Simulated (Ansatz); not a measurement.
**InH2Cl (SMILES [H][In]([H])[Cl]): methods side by side**

The species is InH2Cl (4 atoms), meant as a singlet with charge 0. SMILES: `[H][In]([H])[Cl]`. Geometry: a GFN2-xTB relaxation, a rough one for these elements and not checked as a minimum.

```
atom    x (Å)    y (Å)    z (Å)
  In   0.0702   0.1178  -0.0004
   H   1.7830   0.1014   0.0114
   H  -0.7551   1.6185  -0.0199
  Cl  -1.0981  -1.8377   0.0089
```

Quantity: the energy change with the In1–H2 bond stretched from 1.713 to 2.141 Å, in eV. The values are calculated.

| level | kind | program | value (eV) | less FCI/STO-3G | CPU time (all runs) |
| --- | --- | --- | --- | --- | --- |
| BLYP/STO-3G (restricted) | GGA | Ansatz | 1.23 | +0.13 | 4.2 s |
| B3LYP/STO-3G (restricted) | global hybrid | Ansatz | 1.29 | +0.19 | 4.3 s |
| r2SCAN0/STO-3G (restricted) | hybrid meta-GGA | Ansatz | 1.34 | +0.24 | 9.9 s |
| wB97X/STO-3G (restricted) | range-separated hybrid | Ansatz | 1.35 | +0.25 | 17 s |
| RPA@PBE/STO-3G (restricted) | RPA | Ansatz | 1.08 | -0.02 | 6 s |
| BCCD(T)/STO-3G (restricted) | coupled cluster or CI | Ansatz | 1.10 | 0.00 | 1.7 s |
| CCSD(T)/STO-3G (restricted) | coupled cluster or CI | Ansatz | 1.10 | 0.00 | 1.5 s |
| CCSDTQ/STO-3G (restricted) | coupled cluster or CI | Ansatz | 1.10 | 0.00 | 28 s |
| FCI/STO-3G | exact in the basis | Ansatz | 1.10 | 0.00 | 13 s |

FCI/STO-3G is exact within its basis and frozen core, so for wave-function methods in that basis the difference is their error; functionals converge differently with the basis, so for them it is only a difference. All-electron rows without a relativistic Hamiltonian named are non-relativistic. The first shape isn't each level's own minimum. The values span 1.08 to 1.35 eV. All rows use very small basis sets, so none should be taken for the real molecule's value. In the correlated wave-function rows the outer d shell of In is correlated, in sets not made for it. In so small a basis fixed costs decide the times, and correlated methods can beat functionals. CPU times are rough (shared hosts, several kinds of processor and program).
